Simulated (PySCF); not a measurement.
Cl$_{2}$ (SMILES ClCl), singlet, at a GFN2-xTB geometry. Base run: PBE0/def2-SV(P) in PySCF.

The PySCF input:
```python
from pyscf import gto, scf, dft

mol = gto.Mole()
mol.atom = '''
    Cl   -0.00000000   -0.00000000   -1.00842595
    Cl    0.00000000    0.00000000    1.00842595
'''
mol.basis = 'def2-sv(p)'
mol.verbose = 4
mol.build()

mf = dft.RKS(mol)
mf.xc = 'pbe0'
mf.kernel()
mo_i, mo_e, stable_i, stable_e = mf.stability(internal=True, external=True, return_status=True, nroots=6, tol=1e-6)
print('internally stable:', stable_i, ' externally stable:', stable_e)
if not stable_e:
    umf = mf.to_uhf() if not hasattr(mf, 'xc') else mf.to_uks()
    umf.scf_summary = {}
    umf.kernel(umf.make_rdm1(mo_e, umf.mo_occ))
```

The bond that is stretched is that between atoms 1 and 2. A test that says stable can miss a lower solution.

Variants of this job, named by their change:

| change | ΔE vs base (kcal/mol) | <S^2> | E after following the instability (Eh) | <S^2> there | HOMO-LUMO gap (eV) | stability test says | outcome |
|---|---|---|---|---|---|---|---|
| base | 0.000 | 0.000 | - | - | 5.45 | stable | converged |
| bond × 1.25 | 25.96 | 0.000 | -919.72077 | 0.09 | 3.13 | external instability | converged |
| bond × 1.5 | 60.74 | 0.000 | -919.68259 | 1.00 | 2.09 | external instability | converged |
| bond × 1.8 | - | - | - | - | - | - | not converged |
| bond × 2.2 | - | - | - | - | - | - | not converged |
| bond × 3.0 | - | - | - | - | - | - | not converged |

Where a bond breaks into two radicals, a solution with restricted orbitals usually stops being the lowest and lies too high; an unrestricted one lies lower at the price of spin contamination, which <S^2> shows.
